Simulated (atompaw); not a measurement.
**Before and after: PAW (atompaw) potential for lanthanum (La)**

La, PAW, made with atompaw 4.2.0.5 (PBE, scalar-relativistic). Core [Kr] 4d10, reference 4f0 5s2 5p6 5d1 6s0 6p0 (charge +2). Waves: 5s (bound): rc 2.15 bohr; 6s (bound, empty): rc 3.00 bohr; 5p (bound): rc 3.00 bohr; 6p (bound, empty): rc 3.00 bohr; 5d (bound): rc 3.00 bohr; 5d channel at 2.55 Ry: rc 3.00 bohr; 4f (bound, empty): rc 1.75 bohr; 4f channel at -0.45 Ry: rc 1.75 bohr. Local part: vpsmatchnc scheme with l = 4 at 0.5 Ry, radius 2.25 bohr. Core correction: smooth core density matched at 2.55 bohr. Augmentation charge: sinc compensation charge, radius 2.35 bohr; PAW radius 3.00 bohr; waves and projectors: custom polynom gramschmidtortho.

Change: all radii scaled by about 1.27 (s 2.74, p 3.82, d 3.82, f 2.24 bohr); local potential vpsmatchnc scheme with l = 4 at 0.5 Ry, radius 2.86 bohr; augmentation sinc compensation charge, radius 3.00 bohr; PAW radius 3.82 bohr; waves and projectors: custom polynom gramschmidtortho; core correction smooth core density matched at 3.26 bohr.

Cutoffs: the cutoffs (Ry, on a coarse ladder) from which the occupation-weighted sum of valence levels, in a spherical-Bessel basis at the reference potential, stays within 10 and 1 mRy of its value at 400 Ry; they do not see the model core or the augmentation charge, which bear on the density cutoff.

Question: What does the change do?

Answer: The potential gets softer (10 Ry and 18 Ry → 8 Ry and 12 Ry); both files keep a bound ghost (s). A larger radius leaves more room for a smooth pseudo-wave, so fewer plane waves are needed.

```csv
quantity,base,changed
"cutoff, loose",10 Ry,8 Ry
"cutoff, tight",18 Ry,12 Ry
loose cutoff by channel (10 mRy a level),"s 8 Ry, p 8 Ry, d 8 Ry","s 6 Ry, p 6 Ry, d 6 Ry"
bound ghosts,s,s
lowest overlap eigenvalue by channel,"s 0.63, p 0.84, d 0.84, f 0.96","s 0.38, p 0.76, d 0.60, f 0.98"
```

Base: The cutoffs count occupied waves only; the empty 4f level needs 35 Ry at the loose tolerance. Changed file: The cutoffs count occupied waves only; the empty 4f level needs 21 Ry at the loose tolerance. A true bound ghost makes a file unfit for plane-wave use even where its test errors are small: the radial tests pick states by their node count and pass the ghost by. The cutoffs see the waves, projectors and local potential, not the compensation charge or the core.
